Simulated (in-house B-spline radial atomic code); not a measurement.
Checks on a self-consistent run for the samarium ion Sm⁵⁺, [Kr] (4d3/2)3 (4d5/2)6 (4f5/2)3 5s2 5p6 (8p3/2)1. Computed with a B-spline radial code for spherical atoms: Dirac-Hartree-Fock, average of the jj configuration, Fermi nucleus of rms radius 5.0819 fm.

```tsv
orbital	q	ε (Eh)	<1/r>	<r²>	small-component weight
1s1/2	2	-1735.00333	68.8092	0.000704691	0.05312
2s1/2	2	-291.00957	16.3714	0.0110331	0.011696
2p1/2	2	-275.30995	16.3098	0.00806854	0.011696
2p3/2	4	-253.12253	14.5493	0.00930549	0.010901
3s1/2	2	-68.66463	5.97113	0.0735693	0.0036914
3p1/2	2	-61.92352	5.87186	0.0690036	0.0036171
3p3/2	4	-57.29840	5.43502	0.0759741	0.0034053
3d3/2	4	-45.75281	5.28222	0.0615881	0.0032514
3d5/2	6	-44.73414	5.18443	0.0630923	0.0032027
4s1/2	2	-17.38186	2.49461	0.368978	0.001164
4p1/2	2	-14.66258	2.39092	0.389117	0.0010931
4p3/2	4	-13.62512	2.25375	0.423068	0.001028
4d3/2	3	-9.25332	2.05114	0.48095	0.00088123
4d5/2	6	-8.87316	2.0071	0.494721	0.000852
4f5/2	3	-3.92050	1.63473	0.677849	0.00058766
5s1/2	2	-4.81148	1.03438	1.84548	0.00029274
5p1/2	2	-3.86623	0.956437	2.1342	0.00025857
5p3/2	4	-3.65422	0.908418	2.31449	0.00023991
8p3/2	1	-0.57589	0.173808	66.4637	2.1342e-05
```

Electron-electron repulsion V_ee = 3615.8661 hartree.

**Question.** What total energy follows from the eigenvalues?

**Answer.** The eigenvalues count the repulsion twice, so E = Σqε - V_ee = -6800.820 - 3615.866 = -10416.686 hartree; the run printed -10416.686.

**Question.** Does the Dirac virial theorem hold?

**Answer.** For a point nucleus E = -2c²Σq·w, with w the small-component weight. Here Σq·w = 0.27732 and c = 137.0360, so the ratio E/(-2c²Σq·w) is 1.000117; the finite nucleus accounts for the departure from 1.

**Question.** What diamagnetic shielding (Lamb formula) and susceptibility (Langevin formula) do the radii give?

**Answer.** σ = (α²/3)Σq<1/r> = 408.515/(3·137.036²) = 7251.3 ppm, and χ = -0.79199×10⁻⁶·Σq<r²> = -74.94×10⁻⁶ cm³/mol with Σq<r²> = 94.625 bohr². Both are non-relativistic formulas without the paramagnetism of open shells; for so heavy an element the full relativistic shielding is larger by tens of per cent.
